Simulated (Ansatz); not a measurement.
Basis-set series for FH3OSiSn (`F[SiH]1[O][SnH2]1`). Total charge 0; spin multiplicity 1. Sn takes the def2 core potential. The structure was optimised at the PBE0-D4/def2-TZVP level.

| atom | x (Å) | y (Å) | z (Å) |
| --- | --- | --- | --- |
| F1 | -0.1192 | -2.2133 | -1.0412 |
| Si2 | 0.4153 | -0.7288 | -0.8688 |
| O3 | -0.6324 | 0.4731 | -0.9606 |
| Sn4 | -0.1374 | 0.5767 | 1.1367 |
| H5 | 1.6908 | -0.6723 | -1.6138 |
| H6 | -1.6277 | 0.3892 | 1.9508 |
| H7 | 0.4107 | 2.1754 | 1.3967 |

```csv
functional,basis,functions,energy (Eh),HOMO (eV),LUMO (eV)
PBE0-D4,def2-TZVPP,196,-680.53611,-7.03,-1.91
PBE0-D4,def2-QZVPP,356,-680.55887,-7.06,-1.94
ωB97M-V,def2-TZVPP,196,-680.70894,-9.02,-0.20
ωB97M-V,def2-QZVPP,356,-680.73031,-9.05,-0.28
```

(1) Give the rows for def2-SVP. (Best estimate.)

Results:

(1) Ansatz gave: 
| functional | basis | functions | energy (Eh) | HOMO (eV) | LUMO (eV) |
| --- | --- | --- | --- | --- | --- |
| PBE0-D4 | def2-SVP | 87 | -680.18807 | -6.94 | -1.79 |
| ωB97M-V | def2-SVP | 87 | -680.35551 | -8.89 | 0.03 |
